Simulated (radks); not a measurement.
Task: Calculated with a radial shooting solver on a logarithmic mesh with Libxc functionals: scalar-relativistic Kohn-Sham, exchange-only LDA, spin-unpolarised, spherical densities, finite nucleus; Fermi nuclear charge, rms radius of each element as measured or else 0.836 A^(1/3) + 0.57 fm. Response by self-consistent Sternheimer equations with the Hartree and adiabatic exchange-only LDA kernel, the relativistic mass of each level held fixed and spin-orbit coupling left out. Rank K7+, Mg, P3+, Si2+, S4+, Ca8+, Cl5+, Ar6+, Al+ (NIST ground configurations) by static dipole polarisability, largest first.

Result: Mg 77.40, Al+ 23.92, Si2+ 11.32, P3+ 6.432, S4+ 4.060, Cl5+ 2.746, Ar6+ 1.951, K7+ 1.439, Ca8+ 1.093 bohr^3.
